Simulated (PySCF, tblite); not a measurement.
Structures optimised with GFN2-xTB, isolated species. One conformer each, none proved a minimum here. Atom numbers follow the mapped SMILES. Open shells are treated by occupation alone.

**Question.** Rank these C–N bonds from shortest to longest.
A. N9–C10 in `[CH:1]#[C:2]/[CH:3]=[CH:4]\[C:5](=[S:6])[CH2:7][CH2:8][NH:9][CH3:10]` with C3–C4–C5–S6 9°, C4–C5–C7–C8 -82°, C5–C7–C8–N9 -174°, C7–C8–N9–C10 -65°
B. N1–C2 in `[N:1]#[C:2][c:3]1[cH:4][cH:5][c:6][cH:7][cH:8]1` (doublet state)
C. N3–C4 in `[CH3:1][CH2:2][NH:3][C:4](=[O:5])[C@@H:6]1[SiH2:7][CH2:8][C:9]1=[O:10]` with C1–C2–N3–C4 104°, C2–N3–C4–O5 7°, N3–C4–C6–Si7 152°, C4–C6–Si7–C8 -128°, C6–Si7–C8–C9 9°, Si7–C8–C9–O10 163°, C4–C6–C9–C8 132°
D. N5–C6 in `[CH3:1][O:2][Si@H:3]([OH:4])[n:5]1[cH:6][cH:7][cH:8][c:9]1[CH3:10]` with C1–O2–Si3–O4 -55°, O2–Si3–O4–H -171°, O2–Si3–N5–C6 123°

**Answer.** B (1.146 Å), C (1.345 Å), D (1.374 Å), A (1.447 Å).

- 1.146 Å: drawn triple, ends: nitrogen bonded to C; carbon bonded to C and N
- 1.345 Å: drawn single, amide nitrogen to amide carbonyl carbon
- 1.374 Å: aromatic, pyrrole-type nitrogen to aromatic CH next to a ring nitrogen, in a 5-membered ring
- 1.447 Å: drawn single, secondary amine nitrogen to N-methyl carbon

**Question.** Rank these C–O bonds from shortest to longest.
A. C1–O2 in `[CH3:1][O:2][Si@H:3]([OH:4])[n:5]1[cH:6][cH:7][cH:8][c:9]1[CH3:10]` with C1–O2–Si3–O4 -55°, O2–Si3–O4–H -171°, O2–Si3–N5–C6 123°
B. C6–O7 in `[CH3:1][O:2][C@@H:3]1[CH2:4][CH:5]=[CH:6][O:7]1` with C1–O2–C3–C4 -178°
C. C9–O10 in `[CH3:1][CH2:2][NH:3][C:4](=[O:5])[C@@H:6]1[SiH2:7][CH2:8][C:9]1=[O:10]` with C1–C2–N3–C4 104°, C2–N3–C4–O5 7°, N3–C4–C6–Si7 152°, C4–C6–Si7–C8 -128°, C6–Si7–C8–C9 9°, Si7–C8–C9–O10 163°, C4–C6–C9–C8 132°

**Answer.** C (1.204 Å), B (1.366 Å), A (1.399 Å).

- 1.204 Å: drawn double, ketone carbonyl carbon to ketone oxygen
- 1.366 Å: drawn single, vinylic carbon bearing oxygen to cyclic ether oxygen, in a 5-membered ring
- 1.399 Å: drawn single, methoxy carbon to silyl ether oxygen

**Question.** Rank these C–C bonds from shortest to longest.
A. C2–C3 in `[CH2:1]=[CH:2][CH:3]1[O:4][CH2:5][CH2:6][O:7]1` with C1–C2–C3–O4 -15°, C2–C3–O4–C5 -89°, C3–O4–C5–C6 -17°, O4–C5–C6–O7 -6°, C5–C6–O7–C3 26°
B. C7–C8 in `[CH3:1][O:2][Si@H:3]([OH:4])[n:5]1[cH:6][cH:7][cH:8][c:9]1[CH3:10]` with C1–O2–Si3–O4 -55°, O2–Si3–O4–H -171°, O2–Si3–N5–C6 123°
C. C4–C5 in `[CH3:1][O:2][C@@H:3]1[CH2:4][CH:5]=[CH:6][O:7]1` with C1–O2–C3–C4 -178°
D. C1–C2 in `[CH:1]#[C:2]/[CH:3]=[CH:4]\[C:5](=[S:6])[CH2:7][CH2:8][NH:9][CH3:10]` with C3–C4–C5–S6 9°, C4–C5–C7–C8 -82°, C5–C7–C8–N9 -174°, C7–C8–N9–C10 -65°
E. C1–C2 in `[CH3:1][CH2:2][NH:3][C:4](=[O:5])[C@@H:6]1[SiH2:7][CH2:8][C:9]1=[O:10]` with C1–C2–N3–C4 104°, C2–N3–C4–O5 7°, N3–C4–C6–Si7 152°, C4–C6–Si7–C8 -128°, C6–Si7–C8–C9 9°, Si7–C8–C9–O10 163°, C4–C6–C9–C8 132°
F. C3–C4 in `[N:1]#[C:2][c:3]1[cH:4][cH:5][c:6][cH:7][cH:8]1` (doublet state)

**Answer.** D (1.205 Å), F (1.395 Å), B (1.416 Å), C (1.501 Å), A (1.513 Å), E (1.525 Å).

- 1.205 Å: drawn triple, terminal alkyne carbon to alkyne carbon
- 1.395 Å: aromatic, ends: carbon bonded to 3 C; carbon bonded to 2 C and H, in a 6-membered ring
- 1.416 Å: aromatic, both ends aromatic CH carbon, in a 5-membered ring
- 1.501 Å: drawn single, allylic carbon to alkene CH carbon, in a 5-membered ring
- 1.513 Å: drawn single, alkene CH carbon to sp3 carbon bearing two oxygens
- 1.525 Å: drawn single, methyl carbon to sp3 carbon bound to nitrogen

**Question.** Order these C–C–O angles, narrowest first.
A. C4–C3–O7 in `[CH3:1][O:2][C@@H:3]1[CH2:4][CH:5]=[CH:6][O:7]1` with C1–O2–C3–C4 -178°
B. C8–C9–O10 in `[CH3:1][CH2:2][NH:3][C:4](=[O:5])[C@@H:6]1[SiH2:7][CH2:8][C:9]1=[O:10]` with C1–C2–N3–C4 104°, C2–N3–C4–O5 7°, N3–C4–C6–Si7 152°, C4–C6–Si7–C8 -128°, C6–Si7–C8–C9 9°, Si7–C8–C9–O10 163°, C4–C6–C9–C8 132°
C. C5–C6–O7 in `[CH2:1]=[CH:2][CH:3]1[O:4][CH2:5][CH2:6][O:7]1` with C1–C2–C3–O4 -15°, C2–C3–O4–C5 -89°, C3–O4–C5–C6 -17°, O4–C5–C6–O7 -6°, C5–C6–O7–C3 26°

**Answer.** C (104.1°), A (106.8°), B (129.5°).

The numbers are calculated, not measured.
